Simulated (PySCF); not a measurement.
TDDFT excited states: [C7H3O3]-

C₇H₃O₃ (charge -1).
SMILES with atom numbers: `[CH:1]#[C:2][c:3]1[cH:4][o:5][c:6]([C:7](=[O:8])[O-:9])[cH:10]1` (hydrogens: H11 on C1; H12 on C4; H13 on C10)

Computed, not measured: TDDFT PBE0/def2-SVPD, vertical, gas phase, core orbitals frozen in the response in PySCF 2.14.0, density-fitted response routines. Isolated species at its GFN2-xTB geometry, gas phase. Torsions of this conformer, `[CH:1]#[C:2][c:3]1[cH:4][o:5][c:6]([C:7](=[O:8])[O-:9])[cH:10]1`: O5–C6–C7–O8 0°.

```json
{"state": "S1", "λ (nm)": "311.4", "E (eV)": "3.98", "f": "0.0000", "symmetry": "–", "main configurations (H = HOMO, L = LUMO)": "H→L (88%), H→L+3 (11%)"}
{"state": "S2", "λ (nm)": "298.5", "E (eV)": "4.15", "f": "0.0000", "symmetry": "–", "main configurations (H = HOMO, L = LUMO)": "H-1→L (90%), H-1→L+3 (8%)"}
{"state": "S3", "λ (nm)": "277.4", "E (eV)": "4.47", "f": "0.0067", "symmetry": "A′", "main configurations (H = HOMO, L = LUMO)": "H-2→L (99%)"}
{"state": "S4", "λ (nm)": "266.5", "E (eV)": "4.65", "f": "0.0001", "symmetry": "–", "main configurations (H = HOMO, L = LUMO)": "H→L+3 (86%), H→L (11%)"}
{"state": "S5", "λ (nm)": "254.7", "E (eV)": "4.87", "f": "0.0000", "symmetry": "–", "main configurations (H = HOMO, L = LUMO)": "H-1→L+3 (90%), H-1→L (8%)"}
{"state": "S6", "λ (nm)": "245.8", "E (eV)": "5.04", "f": "0.061", "symmetry": "A′", "main configurations (H = HOMO, L = LUMO)": "H-3→L (92%)"}
{"state": "S7", "λ (nm)": "242.1", "E (eV)": "5.12", "f": "0.0009", "symmetry": "–", "main configurations (H = HOMO, L = LUMO)": "H→L+1 (95%)"}
{"state": "S8", "λ (nm)": "233.4", "E (eV)": "5.31", "f": "0.0039", "symmetry": "A′", "main configurations (H = HOMO, L = LUMO)": "H-1→L+1 (94%)"}
```

Triplets, Tamm–Dancoff:

| state | E (eV) | λ (nm) | main configurations (H = HOMO, L = LUMO) |
| --- | --- | --- | --- |
| T1 | 3.40 | 364.1 | H-3→L (85%) |
| T2 | 3.90 | 318.2 | H→L (67%), H→L+3 (20%), H-1→L (8%) |
| T3 | 3.97 | 312.1 | H-1→L (61%), H-1→L+3 (26%), H→L (10%) |

The lowest singlet comes at 311 nm (384 kJ/mol) in the ultraviolet; it is dark (f under 0.0005); its leading configuration is HOMO→LUMO (88%). The most intense listed level is S6 at 5.04 eV (246 nm, f = 0.061), 1.06 eV above S1. Löwdin shares by element: HOMO oxygen 88% or more, carbon 7% or more; LUMO carbon 56% or more, oxygen 13% or more (atoms not listed hold the other 31%). Weighted by f, the mean energy of these states is 5.01 eV. The listed states span 1.33 eV, and the widest gap between neighbours is 0.32 eV (S2 to S3). Orbital energies (eV): HOMO-3 -3.04, HOMO-2 -2.55, HOMO-1 -2.43, HOMO -2.20, LUMO 2.67, LUMO+1 3.46, LUMO+2 3.77. No detachment energy is given for this anion; states above it aren't bound, and a finite basis only mimics them. Symmetry labels in Cs follow from the direction of the transition dipole and are given only for states with f of 0.002 or more. Only the lowest 8 singlets were computed, as vertical energies without vibronic structure.
